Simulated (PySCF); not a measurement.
A calculated (UHF, PySCF 2.14, x2c-TZVPall, scalar relativity by spin-free X2C-1e) atom or ion has these occupied shells.

```tsv
shell	electrons	orbital energy (eV)	rms radius, mean of both spins (bohr)
1s β	1	-4555.0	0.0844
1s α	1	-4555.0	0.0844
2s α	1	-539.53	0.370
2s β	1	-539.17	0.370
2p α	3	-442.29	0.340
2p β	3	-441.92	0.340
3s α	1	-86.298	1.15
3s β	1	-84.731	1.15
3p α	3	-58.999	1.26
3p β	3	-57.018	1.26
3d α	1	-24.559	1.74
```

Task: Name the element and its charge.

Result: Sc²⁺ (scandium, charge +2), in [Ar] 3d1, 2D determinant.
